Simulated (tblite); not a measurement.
Compound: C₅H₇N₂OS (doublet state).
Structure used (GFN2-xTB), in Å, numbered top down from 1:
```
atom  x, y, z in Å
C1    -2.1713    1.0242   -0.8281
O2    -1.2311    0.4493    0.0395
C3    -0.6679   -0.7380   -0.4616
C4     0.3715   -1.2485    0.5417
C5     1.5032   -0.2923    0.6422
C6     1.5464    0.9252    1.3538
N7     2.6074    1.6168    1.2678
S8     3.6566    0.7939    0.2769
N9     2.6384   -0.4619    0.0014
H10   -3.0184    0.3485   -1.0030
H11   -2.5242    1.9324   -0.3447
H12   -1.7191    1.2769   -1.7956
H13   -1.4499   -1.5015   -0.6041
H14   -0.1895   -0.5531   -1.4370
H15    0.7471   -2.2157    0.2081
H16   -0.1066   -1.3471    1.5170
```

The geometry is computed with GFN2-xTB (gas phase). This method treats the open shell by occupation alone, without spin polarisation.

Masses are those of the commonest isotopes; rigid-rotor values at the optimised geometry. The values belong to one conformer with, in the numbering `[CH3:1][O:2][CH2:3][CH2:4][c:5]1[c:6][n:7][s:8][n:9]1`, C1–O2–C3–C4 178°, O2–C3–C4–C5 -65°, C3–C4–C5–C6 78°.

Task: Give the principal moments of inertia and the rotational constants in cm⁻¹.

Result: Ia = 152.54, Ib = 654.84, Ic = 720.22 u·Å²; 505379 MHz·u·Å²/I gives 3313, 771.8 and 701.7 MHz, that is A = 0.11051, B = 0.02574, C = 0.02341 cm⁻¹.

Task: Classify the top.

Result: A near-prolate asymmetric top; Ray's κ = -0.946.

Task: Is it planar, by Δ = Ic − Ia − Ib?

Result: Not planar: Δ = Ic − Ia − Ib = -87.16 u·Å². For a rigid frame Δ = −2 Σ m c², so Σ m c² = 43.58 u·Å² lies off the ab plane: 7.60 from hydrogen and 35.98 from heavier atoms. The atom farthest from that plane is 1.65 Å away.

Task: Give the other two planar moments, Paa and Pbb, and the rms extents of the mass along the axes.

Result: Paa = Σ m a² = (Ib + Ic − Ia)/2 = 611.26 and Pbb = Σ m b² = (Ia + Ic − Ib)/2 = 108.96 u·Å². With the mass M = 143.03 u, the rms extents √(P/M) along a, b and c are 2.07, 0.87, 0.55 Å.

For this open shell read J as N, the rotation without spin; fine and hyperfine splittings come on top. Its lowest GFN2-xTB frequency is 2 cm⁻¹, too small to tell a flat minimum from a shallow saddle. No vibrational averaging or centrifugal distortion is included, and the geometry carries the error of its method.

On an Arm Neoverse V1 with one thread (shared host), this took 0.47 s wall. That covers the optimisation of the geometry.
